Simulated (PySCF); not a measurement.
Input of a response calculation (the driver script's job line, then coordinates in Å):

```
{"job": {"kind": "uv", "xc": "PBE0", "basis": "def2-SVPD", "nstates": 6, "ntriplets": 2}, "charge": 0, "multiplicity": 1}
C     -2.322910     0.211054    -0.172616
C     -1.157172    -0.254394     0.692997
C      0.196950     0.148187     0.100941
B      1.481313    -0.332564     0.869969
As     3.248936     0.548087     0.562114
H     -3.272060    -0.083529     0.269929
H     -2.259033    -0.224957    -1.168095
H     -2.315345     1.294867    -0.273213
H     -1.255414     0.177649     1.691801
H     -1.196176    -1.340742     0.800231
H      0.259901    -0.269175    -0.914061
H      0.207604     1.235746    -0.047646
H      1.387483    -1.180629     1.678141
H      3.958206    -0.736397     0.249068
H      3.033303     0.814786    -0.901060
```

Its output, with some lines taken out ([cut]) and without the SCF cycles:

```
converged SCF energy = -2380.2165854546

Static polarisability (au): isotropic 85.889, principal 70.670 77.303 109.695

Singlet excitations
state   eV       nm        f      main configurations
  1   4.4878    276.3   0.04358   H->L 0.93
[cut]
[cut]
  4   6.4000    193.7   0.03643   H->L+1 0.86
  5   6.6402    186.7   0.05640   H->L+2 0.90, H->L+1 0.08
[cut]

[cut]
```

The calculation used TDDFT PBE0/def2-SVPD, vertical, gas phase, core orbitals frozen in the response (PySCF). Geometry: GFN2-xTB, one conformer, isolated molecule. Relativistic effects, spin–orbit coupling among them, are left out although an element past zinc is present.

Q: What stood in the cut lines?

A: 
```
  2   5.7352    216.2   0.00020   H-2->L 0.84, H-1->L 0.13
  3   6.0114    206.2   0.05897   H-1->L 0.79, H-2->L 0.12
  6   6.8685    180.5   0.00494   H-3->L 0.87, H-4->L 0.10
Triplet excitations (Tamm-Dancoff, eV): 3.6837 5.1146
```

Q: What is the gap between the lowest singlet and the lowest triplet?

A: 4.4878 − 3.6837 = 0.8041 eV (full response against Tamm–Dancoff).

Q: What transition dipole goes with state 3?

A: |μ|² = 3f / (2ΔE) = 3 × 0.0590 / (2 × 0.2209) ≈ 0.400 au, so |μ| = 1.61 D.

Q: What is the total energy of state 6 at this geometry?

A: -2380.21659 + 0.25241 = -2379.96418 hartree.

Q: Which species is it?

A: `CCCB[AsH2]` (C3H10AsB), point group C1.

H and L stand for HOMO and LUMO.

Shape of the structure used: `[CH3:1][CH2:2][CH2:3][BH:4][AsH2:5]`: C1–C2–C3–B4 -177°, C2–C3–B4–As5 -161°, H–As5–B4–C3 -126°, H–As5–B4–C3 -35°.
